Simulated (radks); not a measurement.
Values are calculated unless marked as measured or tabulated.
Polarisability of neutral cobalt, [Ar] 3d7 4s2, at imaginary frequency. Level of theory: scalar-relativistic Kohn-Sham, PBE, spin-polarised, spherical densities, finite nucleus; open shells are filled with parallel spins first; Fermi nuclear charge, rms radius 3.7875 fm (a radial shooting solver on a logarithmic mesh with Libxc functionals). Response by self-consistent Sternheimer equations with the Hartree and adiabatic LDA kernel, the relativistic mass of each level held fixed and spin-orbit coupling left out.

| w (hartree) | alpha1(iw) (bohr^3) |
|---|---|
| 0.00266 | 51.48 |
| 0.0143 | 51.21 |
| 0.0360 | 49.79 |
| 0.0697 | 45.75 |
| 0.118 | 38.18 |
| 0.186 | 28.37 |
| 0.280 | 19.07 |
| 0.413 | 12.02 |
| 0.605 | 7.347 |
| 0.892 | 4.410 |
| 1.35 | 2.581 |
| 2.12 | 1.422 |
| 3.59 | 0.6856 |
| 6.94 | 0.2516 |
| 17.5 | 0.05318 |

Static values: alpha1 = 51.49 bohr^3 (7.629 angstrom^3; uncoupled 93.12). C6 = 430.7, triple-dipole C9 = 15830 atomic units. One-pole (London) frequency 4 C6 / (3 alpha1^2) = 0.217 hartree, against 0.190 for minus the highest occupied eigenvalue. Recommended static value: 55 bohr^3 (Schwerdtfeger and Nagle, 2023 table).
